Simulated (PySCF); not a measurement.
C₂H₂F, SMILES C=[C]F, multiplicity 2. Atoms are numbered in the order given.

```xyz
5

C     -0.1191    -1.1975     0.0000
C      0.4279    -0.0072     0.0000
F     -0.1285     1.1799     0.0000
H     -1.1996    -1.3118     0.0000
H      0.5029    -2.0794     0.0000
```
Charge 0, spin multiplicity 2.

Geometry optimised at B3LYP-D3(BJ)/def2-TZVP. The isomer is the one that the SMILES or the coordinates give; other isomers of the formula were not compared.

These are TDA-PBE0/def2-SVPD (PySCF 2.14.0) values and carry that method's errors.

Vertical excitations. 

```tsv
state	energy (eV)	λ (nm)	f	main pairs
root 1	3.01	413	0.002	β HOMO→LUMO 98 %
root 2	4.88	254	0.001	α HOMO−1→LUMO 53 %, β HOMO→LUMO+1 45 %
root 3	5.68	218	0.005	α HOMO→LUMO 97 %
root 4	7.42	167	0.031	α HOMO→LUMO+1 82 %, β HOMO−1→LUMO 6 %
root 5	7.48	166	0.000	α HOMO−1→LUMO+1 41 %, β HOMO→LUMO+2 53 %
root 6	7.59	163	0.001	α HOMO→LUMO+1 8 %, β HOMO−1→LUMO 79 %
root 7	7.74	160	0.052	α HOMO−1→LUMO+1 54 %, β HOMO→LUMO+2 43 %
root 8	8.13	152	0.024	α HOMO→LUMO+2 58 %, β HOMO→LUMO+1 11 %, β HOMO−2→LUMO 6 %
root 9	8.27	150	0.000	α HOMO−1→LUMO+2 44 %, β HOMO→LUMO+3 41 %
root 10	8.45	147	0.181	α HOMO→LUMO+2 27 %, α HOMO−1→LUMO 11 %, β HOMO−2→LUMO 31 %, β HOMO→LUMO+1 16 %, β HOMO−1→LUMO 6 %
```
Unrestricted roots are not spin-pure.
